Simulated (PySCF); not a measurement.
Cd(OH)2 (CdH2O2), SMILES [Cd]([OH])[OH]. Atoms are numbered in the order given.

```xyz
5

Cd     0.0000     0.0000     0.0113
O      0.0000     1.9687    -0.1259
H      0.0000     2.3965     0.7368
O      0.0000    -1.9687    -0.1259
H      0.0000    -2.3965     0.7368
```

Geometry: B3LYP-D3(BJ)/def2-TZVP. A frequency run showed that this geometry is not a minimum. The def2 effective core potentials stand for the cores of Cd; spin–orbit coupling is left out. One conformer was computed; it need not be the lowest.

Calculation: TDDFT-LC-ωPBE/def2-SVPD in PySCF 2.14.0.

Vertical excitations.  State labels are in the subgroup C2v.

Computed excitation energies, oscillator strengths and character:
```tsv
state	symmetry	energy (eV)	λ (nm)	f	main pairs
S1	A2	5.44	228	0.000	HOMO→LUMO 90 %
S2	B1	6.09	203	0.073	HOMO−1→LUMO 85 %
S3	B2	6.69	185	0.157	HOMO−2→LUMO 73 %, HOMO→LUMO+2 14 %
S4	A1	7.04	176	0.054	HOMO−3→LUMO 79 %
S5	A2	7.21	172	0.000	HOMO→LUMO+1 93 %
S6	B2	7.87	158	0.098	HOMO→LUMO+2 51 %, HOMO−2→LUMO+1 36 %
S7	B1	7.88	157	0.004	HOMO−1→LUMO+1 92 %
S8	B2	8.15	152	0.082	HOMO−2→LUMO+1 55 %, HOMO→LUMO+2 25 %, HOMO−2→LUMO 9 %
S9	A2	8.24	150	0.000	HOMO−2→LUMO+2 94 %
S10	B1	8.34	149	0.025	HOMO→LUMO+3 64 %, HOMO−1→LUMO+4 25 %
T1	A2	4.98	249	0	HOMO→LUMO 86 %
T2	B1	5.51	225	0	HOMO−1→LUMO 80 %
T3	B2	5.61	221	0	HOMO−2→LUMO 86 %
T4	A1	5.88	211	0	HOMO−3→LUMO 83 %
```
Triplets are in the Tamm–Dancoff approximation, which puts them higher than full response would, so one can lie above its singlet here.
